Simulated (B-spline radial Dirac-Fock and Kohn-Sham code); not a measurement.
**The K (1s) hole of neon ions: width and yield against charge**

Method: independent-particle rates on relativistic LDA orbitals of the hole state (multipoles up to L = 3, Coulomb Auger matrix elements, transition energies from Dirac-Fock). Computed with a radial atomic solver. Tabulated ground configurations, configuration averages; single configurations, so decays that open only by mixing (as 1s 2s² with 1s 2p² in Be-like ions) are missing and such tiny yields are far too low.

| ion | configuration | radiative (eV) | non-radiative (eV) | yield |
| --- | --- | --- | --- | --- |
| Ne | [He] 2s2 2p6 | 0.00410 | 0.255 | 0.0158 |
| Ne⁺ | [He] 2s2 2p5 | 0.00383 | 0.230 | 0.0164 |
| Ne²⁺ | [He] 2s2 2p4 | 0.00343 | 0.195 | 0.0173 |
| Ne³⁺ | [He] 2s2 2p3 | 0.00287 | 0.153 | 0.0183 |
| Ne⁴⁺ | [He] 2s2 2p2 | 0.00212 | 0.111 | 0.0188 |
| Ne⁵⁺ | [He] 2s2 2p1 | 0.00117 | 0.0735 | 0.0157 |
| Ne⁶⁺ | [He] 2s2 | 9.50e-12 | 0.0530 | 1.79e-10 |
